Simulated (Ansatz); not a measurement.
Consider the atomization: `C[CH2][In]([OH])[Cl]` → 2 C• + Cl• + 6 H• + In• + O•.

Isolated molecules relaxed with PBE0-D4/def2-TZVP in Ansatz; ΔE leaves out vibrations. CCSD(T)/CBS is the MP2 limit (def2-TZVPP, def2-QZVPP) plus CCSD(T) − MP2 in def2-TZVPP, frozen cores. This one scheme is used for every species, atoms too. DFT in def2-TZVPP. No spin–orbit coupling; open shells (•) take unrestricted orbitals. Spin–orbit coupling would lower the free atoms: a little for C, Cl, O; strongly for In. def2 core potentials past Kr. Bonds to In are less sure, by a few kJ/mol each and by 10 to 20 or more in all where they break to atoms, as the def2 sets lack core-valence functions. Each species was taken in one conformer, which may not be the lowest.

```tsv
level	ΔE (eV)
BLYP-D4	39.38
revPBE	38.74
PBE0	39.55
CAM-B3LYP	39.55
LC-ωPBE	39.71
SCS-MP2/def2-QZVPP	39.95
HF/CBS(def2)	28.94
MP2/CBS(def2)	40.68
```

Task: What does CCSD(T)/CBS give? (Estimate.)

Result: The calculation gave: +40.03 eV. The listed levels differ from it by -0.65, -1.29, -0.48, -0.48, -0.32, -0.08, -11.09, 0.65 eV.

Largest T1 diagnostic among the species: 0.015.

Leaving LDA and LC-ωPBE aside and taking each functional with its dispersion term where it has one, the values, not all of them listed here, spread over 2.00 eV, from BHLYP-D4 to PBE-D4. LDA lies +5.26 eV from PBE without D4, its usual overbinding. At CCSD(T), def2-SVP lies −2.47 eV from the extrapolated value and def2-TZVPP −1.10 eV: correlation converges slowly with the basis, and small sets miss more of it in the bonded molecule than in its fragments. The D4 term adds +0.36 eV with B3LYP and +0.19 eV with PBE0; it sums over pairs of atoms, weighted by their polarisabilities, and B3LYP, whose exchange is more repulsive, gets the larger term.

B3LYP here is the variant with VWN-RPA as its local correlation; programs differ in this.

For atomizations the MP2-based limit and the directly extrapolated one differ by several kJ/mol either way, and by 10 to 25 for some Ge, Se and Sn compounds, so smaller differences from it don't rank the levels.
